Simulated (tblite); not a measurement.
Compound: C₇H₁₂N (doublet state).
SMILES with atom numbers: `[CH3:1][C:2]#[C:3][CH:4][NH:5][CH:6]([CH3:7])[CH3:8]` (hydrogens: H9, H10, H11 on C1; H12 on C4; H13 on N5; H14 on C6; H15, H16, H17 on C7; H18, H19, H20 on C8)
Bond orders are those of one Lewis drawing.

Computed with GFN2-xTB (tblite), gas phase: L-BFGS steps from a force-field or distance-geometry start until the largest atomic force falls under 0.01 eV/Å.

Step 77: E = -650.6936 eV
```
atom  x, y, z in Å  |  force x, y, z in eV/Å
C1      4.4604   -0.6323   -0.3483   -0.001   0.022  -0.013
C2      3.0143   -0.6282   -0.3647    0.051  -0.008   0.012
C3      1.7972   -0.6723   -0.3674   -0.035   0.008  -0.008
C4      0.4326   -0.7393   -0.3638   -0.004   0.005   0.021
N5     -0.3707    0.3871   -0.2951    0.028  -0.004  -0.010
C6     -1.6802    0.3734    0.3377   -0.016  -0.020  -0.036
C7     -2.3500    1.7332    0.0729    0.014  -0.016  -0.007
C8     -2.5396   -0.7618   -0.2151   -0.038  -0.038  -0.028
H9      4.8260   -1.5776   -0.7524    0.016   0.011   0.016
H10     4.8458   -0.5133    0.6681   -0.033  -0.025   0.006
H11     4.8574    0.1829   -0.9566   -0.028   0.006  -0.025
H12    -0.0579   -1.6855   -0.5096    0.018  -0.021   0.007
H13     0.1552    1.2275   -0.0914    0.030  -0.014   0.015
H14    -1.5731    0.2225    1.4280   -0.010  -0.002  -0.014
H15    -2.5194    2.2821    0.9955    0.017   0.003  -0.015
H16    -3.3048    1.6053   -0.4298   -0.009  -0.007   0.038
H17    -1.7175    2.3318   -0.5779   -0.021   0.053   0.009
H18    -2.6414   -0.6624   -1.2928    0.027   0.009  -0.022
H19    -2.1118   -1.7356    0.0050    0.018   0.003   0.033
H20    -3.5278   -0.7266    0.2352   -0.024   0.035   0.019
```

Step 78: E = -650.6944 eV
```
atom  x, y, z in Å  |  force x, y, z in eV/Å
C1      4.4609   -0.6346   -0.3552    0.013   0.027  -0.026
C2      3.0151   -0.6334   -0.3622    0.058  -0.002   0.022
C3      1.7980   -0.6713   -0.3558   -0.034  -0.009  -0.016
C4      0.4338   -0.7380   -0.3484   -0.015  -0.011   0.023
N5     -0.3673    0.3895   -0.2830    0.010   0.008  -0.036
C6     -1.6815    0.3740    0.3372   -0.047  -0.016  -0.010
C7     -2.3532    1.7331    0.0718    0.014  -0.009  -0.003
C8     -2.5363   -0.7614   -0.2232   -0.038  -0.033  -0.029
H9      4.8265   -1.5781   -0.7632    0.015   0.007   0.017
H10     4.8552   -0.5145    0.6575   -0.040  -0.027   0.012
H11     4.8503    0.1822   -0.9664   -0.023   0.007  -0.026
H12    -0.0608   -1.6838   -0.4853    0.041  -0.013   0.006
H13     0.1571    1.2301   -0.0777    0.031  -0.007   0.017
H14    -1.5818    0.2191    1.4278   -0.023   0.008  -0.009
H15    -2.5245    2.2826    0.9943    0.025  -0.007  -0.025
H16    -3.3080    1.6058   -0.4318    0.006  -0.016   0.044
H17    -1.7209    2.3325   -0.5786   -0.016   0.053   0.008
H18    -2.6258   -0.6655   -1.3024    0.029   0.011  -0.015
H19    -2.1125   -1.7349    0.0056    0.014  -0.001   0.029
H20    -3.5294   -0.7227    0.2162   -0.021   0.031   0.015
```

Step 79: E = -650.6955 eV
```
atom  x, y, z in Å  |  force x, y, z in eV/Å
C1      4.4612   -0.6366   -0.3626    0.015   0.029  -0.022
C2      3.0153   -0.6401   -0.3573    0.111   0.004   0.029
C3      1.7985   -0.6702   -0.3428   -0.049  -0.026  -0.025
C4      0.4349   -0.7373   -0.3319   -0.016   0.003   0.027
N5     -0.3642    0.3914   -0.2716    0.001   0.018  -0.058
C6     -1.6830    0.3739    0.3363   -0.068   0.006   0.017
C7     -2.3560    1.7327    0.0708    0.007   0.008   0.004
C8     -2.5331   -0.7612   -0.2318   -0.038  -0.021  -0.027
H9      4.8280   -1.5780   -0.7745    0.008   0.005   0.016
H10     4.8650   -0.5160    0.6469   -0.047  -0.021  -0.006
H11     4.8395    0.1821   -0.9785   -0.013   0.004  -0.012
H12    -0.0611   -1.6825   -0.4614    0.035  -0.036   0.002
H13     0.1594    1.2314   -0.0628    0.026  -0.001   0.015
H14    -1.5902    0.2160    1.4269   -0.036   0.011   0.006
H15    -2.5289    2.2834    0.9927    0.036  -0.021  -0.026
H16    -3.3116    1.6061   -0.4320    0.010  -0.028   0.042
H17    -1.7261    2.3344   -0.5793   -0.001   0.045   0.002
H18    -2.6063   -0.6680   -1.3131    0.023  -0.002   0.006
H19    -2.1143   -1.7342    0.0089    0.000   0.001   0.014
H20    -3.5322   -0.7164    0.1946   -0.003   0.021   0.000
```

**Question.** Estimate the geometry and energy of step 80. (The exact step hangs on the optimiser's Hessian estimate; all steps are aligned on step 79, rigid shifts and turns removed.)

**Answer.** E = -650.6964 eV, largest force 0.064 eV/Å
```
atom  x, y, z in Å  |  force x, y, z in eV/Å
C1      4.4602   -0.6369   -0.3668    0.025   0.012  -0.031
C2      3.0155   -0.6462   -0.3582    0.047   0.007   0.032
C3      1.7985   -0.6716   -0.3369   -0.034  -0.037  -0.030
C4      0.4349   -0.7381   -0.3234   -0.006  -0.012   0.027
N5     -0.3616    0.3926   -0.2680   -0.021   0.011  -0.058
C6     -1.6835    0.3743    0.3340   -0.051   0.019   0.033
C7     -2.3576    1.7329    0.0710    0.001   0.022  -0.003
C8     -2.5306   -0.7614   -0.2384   -0.005   0.010   0.001
H9      4.8312   -1.5765   -0.7786    0.007  -0.001   0.004
H10     4.8644   -0.5166    0.6418   -0.030  -0.002   0.009
H11     4.8302    0.1836   -0.9847    0.009   0.011  -0.006
H12    -0.0622   -1.6847   -0.4424    0.044  -0.016  -0.001
H13     0.1640    1.2301   -0.0546    0.014   0.007   0.011
H14    -1.5937    0.2150    1.4246   -0.042   0.008   0.009
H15    -2.5298    2.2835    0.9930    0.043  -0.025  -0.011
H16    -3.3148    1.6064   -0.4280    0.005  -0.035   0.030
H17    -1.7321    2.3385   -0.5798    0.011   0.028  -0.003
H18    -2.5929   -0.6697   -1.3200    0.012  -0.013  -0.001
H19    -2.1134   -1.7330    0.0112   -0.016  -0.001  -0.001
H20    -3.5319   -0.7113    0.1816   -0.016   0.006  -0.009
```

The energy changes by -0.0009 eV. The first-order estimate −F·Δx gives -0.0014 eV and the mean of the old and new forces, exact on a quadratic surface, -0.0009 eV. The step makes an angle of 80° with the force vector and moves no atom by more than 0.019 Å.

What follows is the cost of the whole relaxation. Hardware: an AMD EPYC 7R43 with one thread, shared host with 256 logical CPUs at a one-minute load of 90. Cost: 2.5 s wall.
